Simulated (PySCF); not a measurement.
Molecule: SMILES [SiH3]C[SiH2]P, CH9PSi2.

Cartesian coordinates in Å; atom numbers follow the order of the lines, from 1:
```xyz
13

Si   -2.2574   -0.1737   -0.4847
C    -0.5160   -0.5813    0.1521
Si    0.8962    0.4017   -0.6515
P     2.8123   -0.3445    0.2520
H    -2.5630    1.2298   -0.2054
H    -3.2317   -1.0286    0.1991
H    -2.3202   -0.4143   -1.9261
H    -0.4891   -0.4264    1.2319
H    -0.3227   -1.6442    0.0001
H     0.9816    0.1370   -2.0922
H     0.7034    1.8451   -0.4532
H     2.6933    0.3755    1.4264
H     3.6088    0.6245   -0.3275
```

Frames of a GFN2-xTB Langevin trajectory at 400 K; GIAO PBE0/pcSseg-1 shieldings in PySCF 2.14, gas phase, non-relativistic; equivalent atoms averaged within each frame.

References, each an isolated molecule treated in the same way: 29Si (σref 349.16) and 13C (σref 186.93) and 1H (σref 31.72) against TMS; 31P (σref 318.38) vs H3PO4. The references are static minima.

Problem. How do the shifts (ppm) fluctuate along the trajectory?

Solution. 
```csv
time (fs),Si3,Si1,C2,P4,H10/H11,H5/H6/H7,H12/H13,H8/H9
250,-36.2,-67.4,-17.4,-293.5,5.02,4.49,1.78,-0.76
425,-46.6,-80.0,-10.9,-286.5,5.72,3.61,1.72,0.55
625,-44.4,-75.2,-5.6,-244.7,4.67,4.59,2.79,0.73
800,-50.9,-75.2,-10.6,-320.8,4.89,4.29,1.74,-0.29
1000,-46.9,-86.7,-19.1,-287.3,4.71,3.77,1.87,0.59
mean of frames,-45.0,-76.9,-12.7,-286.6,5.00,4.15,1.98,0.16
standard deviation,5.4,7.1,5.5,27.3,0.42,0.44,0.46,0.65
```

5 frames give an uncertainty of the mean of about the standard deviation over 2.2 at best, since frames this close in time may not be independent; classical motion lacks zero-point vibration, and the reference would need the same averaging.
